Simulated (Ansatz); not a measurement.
A nudged elastic band was laid between two geometries of BrF2HSi + CH4 (10 atoms, charge 0, multiplicity 1).

All numbers below come from RKS r2SCAN-D4/def2-SVP in Ansatz.

| Item | Value |
| --- | --- |
| movable images | 7 |
| climbing image | yes |
| spring | 5.0 eV/Å² |
| optimiser | quadratic models (default) |
| start path | through a guess of the saddle point |
| force threshold | 0.05 eV/Å |
| iteration limit | 60 |
| end points | relaxed |

Image 0:

```xyz
10
Properties=species:S:1:pos:R:3
Si -1.784 -0.149 -0.639
Br -1.591 -2.158 0.216
F -0.564 0.119 -1.650
F -1.687 0.940 0.541
H -3.061 0.016 -1.352
H 1.574 -0.806 0.312
C 1.738 0.247 0.577
H 2.586 0.321 1.270
H 0.837 0.650 1.059
H 1.951 0.821 -0.334
```

Image 8:

```xyz
10
Properties=species:S:1:pos:R:3
Si -0.776 0.634 -0.305
Br 0.295 -3.249 0.069
F -0.552 -0.428 -1.528
F -1.098 2.050 -1.017
H -1.986 0.208 0.433
H 0.007 -2.294 -0.956
C 0.780 0.752 0.673
H 1.042 -0.229 1.101
H 0.674 1.473 1.498
H 1.613 1.083 0.032
```

(1) Which bonds break or form, and what moves?

(2) Give the energies along the band, and the barrier.

(3) What is the geometry of the highest image?

(4) What are the harmonic wavenumbers there?

Answers

(1) Bonds broken: Si1–Br2, H6–C7. Bonds formed: Si1–C7, Br2–H6. BrF2HSi + CH4 becomes BrH + CH4F2Si.

(2) The run converged. The highest image is number 4 of 0 to 8, 2.42 eV above the first end and 1.65 eV above the last; the last end lies 0.77 eV above the first. A vibrational analysis at the climbing image gives one clearly imaginary mode, 525i cm⁻¹: a first-order saddle point. The orbitals stay closed-shell, which can raise the energy where a bond breaks towards radicals; this wasn't checked here.

```csv
image,path coordinate (Å),energy (eV),Si1–Br2 (Å),H6–C7 (Å),Si1–C7 (Å)
0,0.00,0.00,2.19,1.10,3.75
1,1.20,0.03,2.19,1.10,3.86
2,2.40,0.24,2.20,1.09,3.56
3,3.59,1.28,2.29,1.10,2.86
4,4.79,2.42,2.63,1.28,2.08
5,5.65,1.41,3.16,1.95,1.89
6,6.52,1.00,3.67,2.61,1.85
7,7.38,0.83,3.81,3.15,1.84
8,8.24,0.77,4.05,3.54,1.84
```

(3) 
```xyz
10
Properties=species:S:1:pos:R:3
Si -0.882 0.126 -0.475
Br -0.442 -2.454 -0.169
F -0.613 -0.097 -2.046
F -0.942 1.761 -0.456
H -2.124 -0.181 0.242
H 0.414 -0.860 0.301
C 0.926 0.286 0.543
H 1.719 -0.377 0.935
H 0.563 0.900 1.378
H 1.381 0.894 -0.252
```

(4) 525i, 111, 180, 214, 248, 303, 347, 387, 398, 617, 714, 841, 909, 930, 1062, 1156, 1184, 1372, 1406, 1570, 2351, 3040, 3142, 3202 cm⁻¹.

Run time: 6.2 min on 4 threads of Arm Neoverse N1, with other jobs on the host, peak memory 0.21 GiB.
